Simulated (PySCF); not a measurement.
CHOS, SMILES [OH+]=C=S, charge +1. Atoms are numbered in the order given.

```xyz
4

O     -0.1074    -1.6248     0.0000
C      0.0051    -0.3989     0.0000
S      0.0082     1.0989     0.0000
H      0.6974    -2.1907     0.0000
```
Charge +1, spin multiplicity 1.

Geometry optimised at B3LYP-D3(BJ)/def2-TZVP. The isomer is the one that the SMILES or the coordinates give; other isomers of the formula were not compared.

Level of theory: TDA-PBE0/def2-SVPD run with PySCF.

Vertical excitations. Gas-phase values at a fixed geometry. State labels are in the subgroup Cs.

```json
[
 {"state": "S1", "symmetry": "A\"", "energy (eV)": "5.07", "λ (nm)": "245", "f": "0.000", "main pairs": "HOMO→LUMO 98 %"},
 {"state": "S2", "symmetry": "A'", "energy (eV)": "5.85", "λ (nm)": "212", "f": "0.000", "main pairs": "HOMO−1→LUMO 51 %, HOMO→LUMO+1 49 %"},
 {"state": "S3", "symmetry": "A\"", "energy (eV)": "6.24", "λ (nm)": "199", "f": "0.000", "main pairs": "HOMO−1→LUMO+1 98 %"},
 {"state": "S4", "symmetry": "A\"", "energy (eV)": "8.67", "λ (nm)": "143", "f": "0.008", "main pairs": "HOMO→LUMO+2 98 %"},
 {"state": "S5", "symmetry": "A'", "energy (eV)": "9.18", "λ (nm)": "135", "f": "0.028", "main pairs": "HOMO−1→LUMO+2 97 %"},
 {"state": "S6", "symmetry": "A\"", "energy (eV)": "9.75", "λ (nm)": "127", "f": "0.000", "main pairs": "HOMO−3→LUMO 98 %"},
 {"state": "S7", "symmetry": "A'", "energy (eV)": "10.00", "λ (nm)": "124", "f": "0.023", "main pairs": "HOMO−2→LUMO 81 %"},
 {"state": "S8", "symmetry": "A'", "energy (eV)": "10.28", "λ (nm)": "121", "f": "1.119", "main pairs": "HOMO→LUMO+1 35 %, HOMO−1→LUMO 32 %, HOMO−2→LUMO+3 8 %, HOMO−2→LUMO+2 7 %"},
 {"state": "S9", "symmetry": "A\"", "energy (eV)": "10.38", "λ (nm)": "119", "f": "0.000", "main pairs": "HOMO→LUMO+3 56 %, HOMO−2→LUMO+1 39 %"},
 {"state": "S10", "symmetry": "A\"", "energy (eV)": "10.71", "λ (nm)": "116", "f": "0.009", "main pairs": "HOMO−2→LUMO+1 41 %, HOMO→LUMO+3 39 %, HOMO−4→LUMO+1 10 %"},
 {"state": "T1", "symmetry": "A'", "energy (eV)": "4.31", "λ (nm)": "288", "f": "0", "main pairs": "HOMO−1→LUMO 80 %, HOMO→LUMO+1 19 %"},
 {"state": "T2", "symmetry": "A\"", "energy (eV)": "4.51", "λ (nm)": "275", "f": "0", "main pairs": "HOMO→LUMO 92 %"},
 {"state": "T3", "symmetry": "A'", "energy (eV)": "4.86", "λ (nm)": "255", "f": "0", "main pairs": "HOMO→LUMO+1 80 %, HOMO−1→LUMO 19 %"},
 {"state": "T4", "symmetry": "A\"", "energy (eV)": "5.77", "λ (nm)": "215", "f": "0", "main pairs": "HOMO−1→LUMO+1 92 %"}
]
```
Triplets are in the Tamm–Dancoff approximation.
